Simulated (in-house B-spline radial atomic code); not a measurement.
**RPA and G0W0 on SCAN: Te⁴⁸⁺**

Configuration [He] 2s2, mean-field start SCAN. Computed with an all-electron radial atomic-structure program (B-spline basis): all electrons, non-relativistic, point nucleus, each spin shell either full or empty, empty states to l = 9 with an (l + 1/2)⁻⁴ tail; G0W0 by contour deformation at full frequency.

Without relativity these are model numbers: it shifts the levels of so heavy an element strongly and can reorder them.

Command:
```bash
python run_gw.py task.json out
```
Settings (radii: box in bohr, nucleus in fm):
```
Z                        52
electrons                4
configuration            [He] 2s2
hamiltonian              nr
method                   scan,scan
lmax                     9
spin_polarised           False
box_radius               2.16
intervals                46
ion_configuration        [He] 2s1
```

Run time, properties included: 0.7 s on 1 thread of Intel(R) Xeon(R) 6975P-C, with other jobs on the host.

Energies (hartree):

```tsv
term	value
mean-field total	-3299.04026
Hartree-Fock functional on these orbitals	-3299.11493
direct second order	-1.542
second-order exchange	0.76688
SOSEX correction	0.51361
```

Problem. What is the RPA correlation energy, and what remains with SOSEX?

Solution. RPA gives -1.0343 hartree (-7.04 eV per electron); RPA + SOSEX gives -0.52069, and the second-order doubles -0.77509 hartree (no singles). SOSEX takes back 50 % of the RPA value.

Quasi-particle levels (eV):

```json
{"level": "2s", "occupied": "yes", "mean field": "-8364.87", "Σx - vxc": "-69.51", "Σc": "?", "QP weight": "?", "G0W0": "?"}
{"level": "1s", "occupied": "yes", "mean field": "-35057.18", "Σx - vxc": "-305.85", "Σc": "4.03", "QP weight": "0.997", "G0W0": "-35358.99"}
{"level": "2p", "occupied": "no", "mean field": "-8233.90", "Σx - vxc": "92.87", "Σc": "2.50", "QP weight": "0.987", "G0W0": "-8138.53"}
```

G0W0 = mean field + (Σx - vxc) + Σc, with Σc (partial-wave tail included) taken at the quasi-particle energy.

Problem. Where does G0W0 put 2s?

Solution. At -8450.93 eV, with Σc = -16.55 eV and a quasi-particle weight of 0.963. The tabulated removal energy is 8821 ± 4 eV (NIST, tabulated theory); the calculation leaves out relativity, Breit and QED terms, and what these don't explain is the method's own error.

Problem. What does it cost to remove one electron (to [He] 2s1) by differences of total energies, each species on its own start (correlation terms add to the Hartree-Fock functional)?

Solution. SCAN 8432.94 eV, Hartree-Fock functional 8434.06 eV, + RPA 8451.10 eV, + RPA + SOSEX 8446.81 eV, + second order 8453.71 eV. Tabulated: 8821 ± 4 eV (NIST, tabulated theory); the calculation leaves out relativity, Breit and QED terms, and what these don't explain is the method's own error.
